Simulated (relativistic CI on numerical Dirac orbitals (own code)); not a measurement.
**Slater and spin-orbit integrals, Ce³⁴⁺**

These numbers are calculated, not measured: Dirac-Coulomb-Breit CI, orbitals from a KLI potential per configuration, model QED, unscaled Slater integrals (own radial code, finite nucleus).

Slater integrals F^k, G^k are unscaled and averaged over j, outside the closed core [Ne]; ζ comes from projecting the Hamiltonian with its Breit term on Σ l·s of the shell.

- 3s²3p⁶3d⁶: F^2(3d,3d) = 432890, F^4(3d,3d) = 279010, ζ(3d) = 68248 cm⁻¹; <r>(3d) = 0.2349, <r^2>(3d) = 0.06419 (bohr units).
- 3s²3p⁵3d⁷: ζ(3p) = 524130, F^2(3d,3d) = 432010, F^4(3d,3d) = 278420, F^2(3p,3d) = 379320, G^1(3p,3d) = 411380, G^3(3p,3d) = 272470, ζ(3d) = 67495 cm⁻¹; <r>(3p) = 0.2616, <r^2>(3p) = 0.0791, <r>(3d) = 0.2353, <r^2>(3d) = 0.06442 (bohr units).
- 3s²3p⁴3d⁸: F^2(3p,3p) = 377780, ζ(3p) = 523690, F^2(3d,3d) = 431120, F^4(3d,3d) = 277810, F^2(3p,3d) = 378900, G^1(3p,3d) = 411340, G^3(3p,3d) = 272310, ζ(3d) = 66747 cm⁻¹; <r>(3p) = 0.2619, <r^2>(3p) = 0.07927, <r>(3d) = 0.2357, <r^2>(3d) = 0.06466 (bohr units).

**Question.** Give the Racah parameters of the d shell in 3s²3p⁶3d⁶.

**Answer.** B = F²/49 − 5F⁴/441 = 5671 cm⁻¹ and C = 35F⁴/441 = 22144 cm⁻¹.

Averages of the first 10 configurations, taken without configuration mixing, which lowers the lowest level and can move excited configurations by several eV; other configurations of the list can lie among them:

```tsv
Configuration	Parity	States	Average energy above the lowest level (eV)
3s²3p⁶3d⁶	even	210	44.1
3s²3p⁵3d⁷	odd	720	335.5
3s²3p⁴3d⁸	even	675	632.9
3s3p⁶3d⁷	even	240	558.7
3p⁶3d⁸	even	45	1081.4
3s3p⁵3d⁸	odd	540	848.9
3s²3p⁶3d⁵4s	even	504	959.7
3s²3p⁶3d⁵4p	odd	1512	1042.0
3s²3p⁶3d⁵4d	even	2520	1150.4
3s²3p⁴3d⁷4s	even	3600	1534.6
```
